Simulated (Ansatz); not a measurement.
Consider the formal exchange of groups at a W–Cl bond: `[NH]=[W](=[NH])([F])[Cl]` + `COC=C(O)O` → `[NH]=[W](=[NH])([OH])[F]` + `CO/C=C(\O)Cl`.

Isolated molecules relaxed with PBE0-D4/def2-TZVP in Ansatz; ΔE leaves out vibrations. CCSD(T)/CBS adds triple-zeta CCSD(T) − MP2 to the extrapolated MP2 energy (def2 sets, frozen cores). def2 core potentials past Kr. For W outer-core shells are correlated without core-valence functions, which leaves a few kJ/mol of doubt a bond. One conformer a species, not always the lowest.

```tsv
species	CCSD/def2-TZVPP energy (Eh)
`[NH]=[W](=[NH])([F])[Cl]`	-736.95454
`COC=C(O)O`	-343.01510
`[NH]=[W](=[NH])([OH])[F]`	-352.94909
`CO/C=C(\O)Cl`	-726.99774
```

**Question.** Work out ΔE.

**Answer.** ΔE = (-352.94909) + (-726.99774) − (-736.95454) − (-343.01510) = 0.02281 Eh = +59.9 kJ/mol. CCSD(T)/CBS gives +55.9 kJ/mol.

Largest T1 diagnostic among the species: 0.020, so the coupled-cluster value is less sure than usual.

From PBE to PBE0 (25 % exact exchange), in def2-TZVPP and without D4, ΔE moves by +8.2 kJ/mol. In def2-TZVPP, CCSD(T) changes the Hartree–Fock value by −13.4 kJ/mol (the triples alone add −1.5 kJ/mol) and MP2 by −5.1 kJ/mol.
